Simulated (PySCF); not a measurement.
H4N (cation, charge +1), SMILES [NH4+], CAM-B3LYP/def2-SVP optimised geometry.

```
5

N     -0.34    -0.24     0.00
H     -0.69    -0.73     0.84
H     -0.69     0.73     0.00
H      0.69    -0.24     0.00
H     -0.69    -0.73    -0.84
```

Density from CAM-B3LYP/def2-TZVP (PySCF) at that geometry.

Minimum of the electron density along straight lines between bonded atoms, close to the bond critical point (lines longer than 1.1 times the sum of covalent radii, or with two minima, are not listed):

```csv
bond,length / Å,ρ at the minimum / e bohr⁻³,∇²ρ there / e bohr⁻⁵,position (fraction from the first atom)
N1–H2,1.032,0.322,-1.80,0.76
N1–H3,1.032,0.322,-1.80,0.76
N1–H4,1.032,0.322,-1.80,0.76
N1–H5,1.032,0.322,-1.80,0.76
```
